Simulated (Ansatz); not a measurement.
C2H8N2Zn (`C[N](C)[Zn][NH2]`), relaxed with RKS PBE0-D4/def2-TZVP in Ansatz from a GFN2-xTB geometry. The force threshold is 0.005 eV/Å; the program also tests the step.

The species carries charge 0 and has multiplicity 1.

Start:

```xyz
13

C     0.303    0.618    1.416
N    -0.082   -0.327    0.390
C     0.345   -1.661    0.746
Zn   -0.050    0.345   -1.363
N    -0.977    1.443   -2.544
H     1.386    0.611    1.621
H    -0.211    0.361    2.350
H     0.003    1.625    1.127
H     1.433   -1.738    0.902
H     0.050   -2.367   -0.028
H    -0.145   -1.954    1.683
H    -0.449    2.082   -3.122
H    -1.606    0.963   -3.177
```

| step | energy (eV) | largest force (eV/Å) | largest move (Å) |
| --- | --- | --- | --- |
| 1 | -53593.2161 | 1.085 | 0.000 |
| 2 | -53593.3722 | 0.720 | 0.194 |
| 3 | -53593.4898 | 0.606 | 0.190 |
| 4 | -53593.5207 | 0.893 | 0.200 |
| 5 | -53593.5502 | 0.275 | 0.200 |
| 6 | -53593.5547 | 0.157 | 0.101 |
| 7 | -53593.5559 | 0.046 | 0.054 |
| 8 | -53593.5562 | 0.008 | 0.015 |
| 9 | -53593.5563 | 0.003 | 0.009 |
| 10 | -53593.5563 | 0.020 | 0.012 |
| 11 | -53593.5563 | 0.010 | 0.005 |
| 12 | -53593.5563 | 0.003 | 0.002 |

End:

```xyz
13

C     0.336    0.622    1.591
N     0.131   -0.157    0.401
C     0.398   -1.553    0.609
Zn   -0.399    0.541   -1.176
N    -0.934    1.357   -2.700
H     1.373    0.547    1.958
H    -0.316    0.291    2.416
H     0.129    1.681    1.418
H     1.438   -1.730    0.929
H     0.237   -2.131   -0.305
H    -0.251   -1.985    1.388
H    -0.290    1.377   -3.476
H    -1.854    1.141   -3.054
```

Run time 69 s (4 threads of an Arm Neoverse V1 on a shared host); peak host memory 0.68 GiB.
